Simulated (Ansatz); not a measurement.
Several settings on one geometry of trans-NiH2(NH3)2 (NiN₂H₈) (that of the charge 0 singlet, B3LYP-D4/def2-SVP). Ansatz on 2 threads of Intel Xeon 6975P-C on a shared host; times are rough.

```xyz
11

Ni    0.001    0.000   -0.003
H     1.520    0.060    0.360
N    -0.022    1.921   -0.013
H    -0.923    2.326   -0.267
H     0.686    2.273   -0.661
H     0.239    2.271    0.911
H    -1.520   -0.060   -0.359
N     0.023   -1.921    0.010
H    -0.310   -2.277   -0.889
H    -0.633   -2.267    0.713
H     0.940   -2.326    0.198
```

Totals from different functionals, basis sets or treatments of relativity can't be compared as stabilities.

Correlated methods freeze 7 core orbitals; core or outer-core shells of Ni are correlated, in sets that lack core-valence functions.

The spins typed aren't always the lowest for that charge.

(1) Give the basis size and estimate the energy, ⟨S²⟩ and time of these runs.

| run | method | charge | state | further keys |
| --- | --- | --- | --- | --- |
| 1 | RKS B3LYP5/aug-cc-pVDZ | 0 | singlet | scf: {omitted_lower_state_checks: [starts]} |
| 2 | RKS B97/cc-pVDZ | 0 | singlet | scf: {omitted_lower_state_checks: [starts]} |
| 3 | RKS B2PLYP/def2-mTZVPP | 0 | singlet | scf: {lower_state_search: off}; forces asked |
| 4 | ROKS ωPBEh/def2-SVP | 1 | doublet | point_charges: [{charge: 2.00, position_ang: [6.247, -0.976, 0.971]}]; scf: {omitted_lower_state_checks: [starts]} |
| 5 | RKS B2GP-PLYP/def2-SVP | 0 | singlet | scf: {lower_state_search: off} |

Answers

(1) 
| run | functions | energy (Eh) | ⟨S²⟩ | wall time |
| --- | --- | --- | --- | --- |
| 1 | 177 | -1622.5627 | – | 5.5 s |
| 2 | 111 | -1622.5497 | – | 5.5 s |
| 3 | 121 | -1622.2936 | – | 8 s |
| 4 | 99 | -1621.5999 | – | 6.5 s |
| 5 | 99 | -1621.7587 | – | 1.6 s |

At RKS B2PLYP/def2-mTZVPP the restricted singlet is unstable: a solution with broken spin symmetry lies lower.
